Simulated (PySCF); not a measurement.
Isomers of C8H12O, from PBE0-D3(BJ)/def2-SVP geometry optimisation, gas phase in PySCF. One conformer each, no zero-point energy, no frequencies.

**Question.** Which is lower in electronic energy at this level?
A. 2-tert-butylfuran (`CC(C)(C)c1ccco1`): A = 3077, B = 1248, C = 1102 MHz, dipole 0.39 D
B. `[CH2:1]=[CH:2][CH2:3][CH2:4][O:5][C:6]1=[CH:7][CH2:8][CH2:9]1` with C1–C2–C3–C4 119°, C2–C3–C4–O5 177°, C3–C4–O5–C6 177°, C4–O5–C6–C7 173°: A = 6370, B = 598.5, C = 566.6 MHz, dipole 1.62 D

**Answer.** A. That is `CC(C)(C)c1ccco1` (2-tert-butylfuran), 51.5 kcal/mol below the other.

| SMILES | mapped SMILES | E (Eh) | relative (kcal/mol) | relative (kJ/mol) | dipole (D) |
| --- | --- | --- | --- | --- | --- |
| CC(C)(C)c1ccco1 | [CH3:1][C:2]([CH3:3])([CH3:4])[c:5]1[cH:6][cH:7][cH:8][o:9]1 | -386.57055 | 0.0 | 0.0 | 0.39 |
| C=CCCOC1=CCC1 | [CH2:1]=[CH:2][CH2:3][CH2:4][O:5][C:6]1=[CH:7][CH2:8][CH2:9]1 | -386.48849 | 51.5 | 215.5 | 1.62 |

As drawn, the lower has an aromatic ring and a quaternary carbon, which the higher lacks; the higher has a four-membered ring and a C=C bond outside aromatic rings, which the lower lacks.
